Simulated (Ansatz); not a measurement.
## Redistribution: C2BrF5 + C2H3F → C2HF5 + C2H2BrF

Species: C2BrF5 (bromopentafluoroethane) `FC(F)(F)C(F)(F)Br`, singlet; C2H3F `C=CF`, singlet; C2HF5 `FC(F)C(F)(F)F`, singlet; C2H2BrF `C=C(F)Br`, singlet. The partners trade Br for H; both sit on C, so the bond types are kept.

Shapes, held fixed at every level: PBE0-D4/def2-TZVP. Programs: Ansatz 0.2.0. Electronic energies: no zero-point or thermal term.

```json
{"level": "HF/def2-SVP", "kind": "Hartree–Fock", "ΔE (kJ/mol)": "-20.2", "less CCSD(T)/def2-TZVPP": "-7.6", "CPU time (sum over the molecules)": "–"}
{"level": "SPW92/def2-TZVPP", "kind": "LDA", "ΔE (kJ/mol)": "-7.9", "less CCSD(T)/def2-TZVPP": "+4.7", "CPU time (sum over the molecules)": "13 s"}
{"level": "BHLYP-D4/def2-TZVPP", "kind": "global hybrid", "ΔE (kJ/mol)": "-13.1", "less CCSD(T)/def2-TZVPP": "-0.5", "CPU time (sum over the molecules)": "35 s"}
{"level": "wB97M-V/def2-TZVPP", "kind": "range-separated hybrid", "ΔE (kJ/mol)": "-8.3", "less CCSD(T)/def2-TZVPP": "+4.3", "CPU time (sum over the molecules)": "2 min"}
{"level": "wB97X-V/def2-TZVPP", "kind": "range-separated hybrid", "ΔE (kJ/mol)": "-10.3", "less CCSD(T)/def2-TZVPP": "+2.3", "CPU time (sum over the molecules)": "84 s"}
{"level": "B2PLYP/def2-TZVPP", "kind": "double hybrid", "ΔE (kJ/mol)": "-14.4", "less CCSD(T)/def2-TZVPP": "-1.8", "CPU time (sum over the molecules)": "70 s"}
{"level": "CCSD(T)/def2-TZVPP", "kind": "coupled cluster or CI", "ΔE (kJ/mol)": "-12.6", "less CCSD(T)/def2-TZVPP": "0.0", "CPU time (sum over the molecules)": "17 min"}
```

The highest level, CCSD(T)/def2-TZVPP, gives ΔE = -12.6 kJ/mol; the levels span -20.2 to -7.9. The column of differences is taken from that level and isn't an error. No measured value is set beside it here. Relativity is left out for Br unless named. Correlated rows may include outer-core shells of Br, which these sets cover unevenly. Times are processor times on shared x86 and Arm servers, and rough.
